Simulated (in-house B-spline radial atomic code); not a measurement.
Configurations of Ar6+, with energies counted from [Ne] 3s2. Computed with a B-spline radial code for spherical atoms: Dirac-Hartree-Fock, average of configuration, Fermi nucleus of rms radius 3.4274 fm. Energies include first-order Breit, QED and recoil terms.

Occupations are held fixed; configurations that lie above the ionisation limit could autoionise.

| configuration | E - E(ref) (eV) | highest orbital | its <r> (bohr) |
| --- | --- | --- | --- |
| [Ne] 3s1 (6d3/2)1 | 102.78 | 6d3/2 | 6.901 |
| [He] 2s2 (2p1/2)1 (2p3/2)4 3s2 (5f7/2)1 | 342.82 | 5f7/2 | 4.387 |
| [He] 2s1 2p6 3s2 (3d5/2)1 | 358.94 | 3d5/2 | 1.199 |
| [He] 2s1 2p6 3s2 (5d3/2)1 | 417.73 | 5d3/2 | 4.496 |
| [He] 2s1 2p6 3s2 (5f7/2)1 | 419.61 | 5f7/2 | 4.386 |
| [He] 2s1 2p6 3s2 (7g7/2)1 | 433.12 | 7g7/2 | 9.046 |

(1) Order these further configurations by energy, lowest first.
A. [He] 2s2 (2p1/2)1 (2p3/2)4 3s2 5s1
B. [He] 2s1 2p6 3s2 (6d5/2)1
C. [Ne] 3s1 (7p1/2)1
D. [Ne] 3s1 (3d3/2)1
E. [He] 2s2 (2p1/2)1 (2p3/2)4 3s2 (4f7/2)1

(2) How far above the reference does [Ne] 3s1 (3p1/2)1 lie?

## Answers

(1) D (39.735 eV), C (106.74 eV), E (327.53 eV), A (334.05 eV), B (426.9 eV).

(2) 14.721 eV; its least bound orbital is 3p1/2 with <r> = 1.242 bohr.
